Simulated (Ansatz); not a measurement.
## C2H7BO2 (SMILES COB(C)O): the vertical energy of the triplet above the singlet, rung by rung

C2H7BO2 has 12 atoms, charge 0, and is taken as a singlet. SMILES: `COB(C)O`. The coordinates come from a PBE0-D4/def2-TZVP relaxation. This is one conformer, not always the lowest.

Each level gives the vertical energy of the triplet above the singlet (eV). The values are calculated.

```json
{"level": "HF/6-31G* (spherical functions)", "kind": "Hartree–Fock", "program": "Ansatz", "value (eV)": "8.18", "CPU time (all runs)": "16 s"}
{"level": "SVWN5/6-31G* (spherical functions)", "kind": "LDA", "program": "Ansatz", "value (eV)": "7.41", "CPU time (all runs)": "31 s"}
{"level": "BLYP/6-31G* (spherical functions)", "kind": "GGA", "program": "Ansatz", "value (eV)": "7.34", "CPU time (all runs)": "46 s"}
{"level": "PBE/6-31G* (spherical functions)", "kind": "GGA", "program": "Ansatz", "value (eV)": "7.29", "CPU time (all runs)": "46 s"}
{"level": "r2SCAN/6-31G* (spherical functions)", "kind": "meta-GGA", "program": "Ansatz", "value (eV)": "7.52", "CPU time (all runs)": "81 s"}
{"level": "BHLYP/6-31G* (spherical functions)", "kind": "global hybrid", "program": "Ansatz", "value (eV)": "8.22", "CPU time (all runs)": "40 s"}
{"level": "PBE0/6-31G* (spherical functions)", "kind": "global hybrid", "program": "Ansatz", "value (eV)": "7.77", "CPU time (all runs)": "69 s"}
{"level": "CAM-B3LYP/6-31G* (spherical functions)", "kind": "range-separated hybrid", "program": "Ansatz", "value (eV)": "8.03", "CPU time (all runs)": "59 s"}
{"level": "MP2/6-31G* (spherical functions)", "kind": "perturbation theory", "program": "Ansatz", "value (eV)": "9.17", "CPU time (all runs)": "15 s"}
{"level": "CCSD(T)/6-31G* (spherical functions)", "kind": "coupled cluster or CI", "program": "Ansatz", "value (eV)": "8.54", "CPU time (all runs)": "4.1 min"}
```

The values span 7.29 to 9.17 eV. The coupled-cluster rows rest on a doubtful reference here (large T1 or Brueckner and Hartree–Fock orbitals at odds), and rows may lie in different states. A triplet this far above the singlet is often a Rydberg-like or dissociative state; sets without diffuse functions put Rydberg states too high. Times are those of the runs behind each value, whatever else they computed, on shared processors of several kinds: orders of magnitude only.
